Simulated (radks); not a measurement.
Values are calculated unless marked as measured or tabulated.
Valence configurations of Ba I (all share [Xe]). Code: a radial shooting solver on a logarithmic mesh with Libxc functionals. Model: scalar-relativistic Kohn-Sham, PBEsol, spin-unpolarised, spherical densities, point nucleus. Energies are relative to 6s2; eigenvalues in eV.

| valence | E (eV) | e(4f) | e(5d) | e(6p) | e(6s) |
|---|---|---|---|---|---|
| 6s2 | 0.000 | - | - | - | -3.247 |
| 6s1 6p1 | 2.050 | - | - | -1.735 | -3.819 |
| 5d2 | 2.850 | - | -0.967 | - | - |
| 6p2 | 4.170 | - | - | -2.133 | - |
| 4f1 6s1 | 4.201 | -0.338 | - | - | -4.943 |
| 5d1 6s1 | 1.341 | - | -1.358 | - | -2.805 |
| 4f1 5d1 | 5.093 | -0.404 | -3.851 | - | - |
| 5d1.5 6s0.5 | 2.082 | - | -1.127 | - | -2.642 |

NIST lists [Xe] 6s2 as the ground configuration; this level of theory agrees among the configurations tried. The energies are those of spherical spin-averaged densities, not of single terms.
